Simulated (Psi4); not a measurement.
chlorotrifluoromethane (CClF3), singlet, at a GFN2-xTB geometry; CCSD(T)/STO-3G run with Psi4 1.11.

Psi4 was given this input:
```
memory 2 GB

molecule {
0 1
F    -0.86134566   -0.63254016   -1.02874238
C    -0.35035604   -0.00774362    0.01889747
F    -0.84407447    1.21875581    0.05006863
F    -0.74576507   -0.64039210    1.11088556
Cl    1.42134135    0.03141469   -0.07666418
}

set {
  basis sto-3g
  freeze_core true
  mp2_type conv
  scf_type pk
  puream true
  d_convergence 1e-8
}

energy('ccsd(t)')
print_variables()
```

The log (banner, timings and long lists left out):

```
   => Loading Basis Set <=

    Name: STO-3G
    Role: ORBITAL
    Keyword: BASIS

         ---------------------------------------------------------
                                   SCF
               by Justin Turney, Rob Parrish, Andy Simmonett
                          and Daniel G. A. Smith
                              RHF Reference
         ---------------------------------------------------------

  ==> Geometry <==

    Molecular point group: c1
    Full point group: C1

    Geometry (in Angstrom), charge = 0, multiplicity = 1:

       Center              X                  Y                   Z               Mass
    ------------   -----------------  -----------------  -----------------  -----------------
         F           -0.851051710006    -0.632312640876    -1.029297615065    18.998403162730
         C           -0.340062090006    -0.007516100876     0.018342234935    12.000000000000
         F           -0.833780520006     1.218983329124     0.049513394935    18.998403162730
         F           -0.735471120006    -0.640164580876     1.110330324935    18.998403162730
         CL           1.431635299994     0.031642209124    -0.077219415065    34.968852682000

  Running in c1 symmetry.

  Rotational constants: A =      0.19326  B =      0.10936  C =      0.10936 [cm^-1]
  Rotational constants: A =   5793.65056  B =   3278.59361  C =   3278.59361 [MHz]
  Nuclear repulsion =  250.095095329484678

  Charge       = 0
  Multiplicity = 1
  Electrons    = 50
  Nalpha       = 25
  Nbeta        = 25

  ==> Algorithm <==

  SCF Algorithm Type is PK.
  DIIS enabled.
  MOM disabled.
  Fractional occupation disabled.
  Guess Type is SAD.
  Energy threshold   = 1.00e-08
  Density threshold  = 1.00e-08
  Integral threshold = 1.00e-12

  ==> Primary Basis <==

  Basis Set: STO-3G
    Blend: STO-3G
    Number of shells: 17
    Number of basis functions: 29
    Number of Cartesian functions: 29
    Spherical Harmonics?: true
    Max angular momentum: 1

  ==> Integral Setup <==

  Using in-core PK algorithm.
   Calculation information:
      Number of atoms:                   5
      Number of AO shells:              17
      Number of primitives:             51
      Number of atomic orbitals:        29
      Number of basis functions:        29

      Integral cutoff                 1.00e-12
      Number of threads:                 1

  Performing in-core PK
  Using 189660 doubles for integral storage.
  We computed 9737 shell quartets total.
  Whereas there are 11781 unique shell quartets.

  ==> DiskJK: Disk-Based J/K Matrices <==

    J tasked:                  Yes
    K tasked:                  Yes
    wK tasked:                  No
    Schwarz Cutoff:          1E-12

  Minimum eigenvalue in the overlap matrix is 3.0140837743E-01.
  Reciprocal condition number of the overlap matrix is 1.6246847841E-01.
    Using symmetric orthogonalization.

  ==> Pre-Iterations <==

  SCF Guess: Superposition of Atomic Densities via on-the-fly atomic UHF (no occupation information).

   -------------------------
    Irrep   Nso     Nmo
   -------------------------
     A         29      29
   -------------------------
    Total      29      29
   -------------------------

  ==> Iterations <==

                        Total Energy        Delta E     RMS |[F,P]|

   @RHF iter SAD:  -784.47972093046792   -7.84480e+02   0.00000e+00
   @RHF iter   1:  -785.82972092192995   -1.35000e+00   2.13222e-02 ADIIS/DIIS
   @RHF iter   2:  -786.07445879127204   -2.44738e-01   6.95342e-03 ADIIS/DIIS
   @RHF iter   3:  -786.09869785395892   -2.42391e-02   9.78771e-04 ADIIS/DIIS
   @RHF iter   4:  -786.09981065443469   -1.11280e-03   1.19949e-04 ADIIS/DIIS
   @RHF iter   5:  -786.09982691151038   -1.62571e-05   2.18196e-05 DIIS
   @RHF iter   6:  -786.09982742118757   -5.09677e-07   2.55115e-06 DIIS
   @RHF iter   7:  -786.09982742875900   -7.57143e-09   5.21365e-07 DIIS
   @RHF iter   8:  -786.09982742908471   -3.25713e-10   1.13290e-07 DIIS
[...]
  @RHF Final Energy:  -786.09982742910154
    Total Energy =                       -786.0998274291015377
[...]
     2        -0.130038932500076    1.837e-02    0.007860    0.031170    0.031170    0.132252
     3        -0.131424788121271    6.805e-03    0.008863    0.035646    0.035646    0.135013
     4        -0.131446370786549    1.355e-03    0.009029    0.036494    0.036494    0.135261
     5        -0.131456047130759    4.321e-04    0.009076    0.036762    0.036762    0.135261
     6        -0.131460071926158    1.308e-04    0.009098    0.036867    0.036867    0.135248
     7        -0.131458055391958    3.142e-05    0.009101    0.036881    0.036881    0.135240
     8        -0.131457809766880    1.045e-05    0.009101    0.036885    0.036885    0.135240
     9        -0.131457871965081    2.376e-06    0.009101    0.036885    0.036885    0.135240
    10        -0.131457860919279    6.855e-07    0.009101    0.036885    0.036885    0.135240
    11        -0.131457865735427    1.698e-07    0.009101    0.036885    0.036885    0.135240
    12        -0.131457866350349    6.205e-08    0.009101    0.036885    0.036885    0.135240

    Iterations converged.

    Largest TIA Amplitudes:
              7   0        -0.0274536527
             13   0         0.0193460632
              6   1         0.0173711680
              5   2         0.0173711675
             11   2        -0.0149002043
             12   1        -0.0149002041
              7   3         0.0120334616
              4   3         0.0091647103
             13   3        -0.0089475728
              5   1        -0.0080508461

    Largest TIjAb Amplitudes:
     13  13   0   0        -0.0742787469
      6   6   1   1        -0.0349032724
      5   5   2   2        -0.0349032722
      7   7   0   0        -0.0346889118
      7  13   0   0        -0.0312581370
     13   7   0   0        -0.0312581370
      4   4   3   3        -0.0291591076
     11  11   3   3        -0.0281726047
     12  12   3   3        -0.0281726027
      3  13   0   0         0.0257627690

    SCF energy       (wfn)                    = -786.099827429101538
    Reference energy (file100)                = -786.099827429101083

    Opposite-spin MP2 correlation energy      =   -0.088062189866598
    Same-spin MP2 correlation energy          =   -0.019663763333031
    Singles MP2 correlation energy            =   -0.000000000000000
    MP2 correlation energy                    =   -0.107725953199629
      * MP2 total energy                      = -786.207553382300716

    Opposite-spin CCSD correlation energy     =   -0.111197851543527
    Same-spin CCSD correlation energy         =   -0.020260014806822
    Singles CCSD correlation energy           =    0.000000000000000
    CCSD correlation energy                   =   -0.131457866350349
      * CCSD total energy                     = -786.231285295451471

            **************************
            *                        *
            *        CCTRIPLES       *
            *                        *
            **************************

    Wave function   =    CCSD_T
    Reference wfn   =      RHF

    Nuclear Rep. energy (wfn)                =  250.095095329484678
    SCF energy          (wfn)                = -786.099827429101538
    Reference energy    (file100)            = -786.099827429101083
    CCSD energy         (file100)            =   -0.131457866350349
    Total CCSD energy   (file100)            = -786.231285295451471

    Number of ijk index combinations:              816
    Approx. words needed per explicit thread:             256
    Number of threads for explicit ijk threading:    1

    MKL num_threads set to 1 for explicit threading.

    (T) energy                                =   -0.005159063717235
      * CCSD(T) total energy                  = -786.236444359168672

  Variable Map:
  ----------------------------------------------------------------------------
[...]
  Array Variable Map:
  ----------------------------------------------------------------------------
[...]
[...]
```
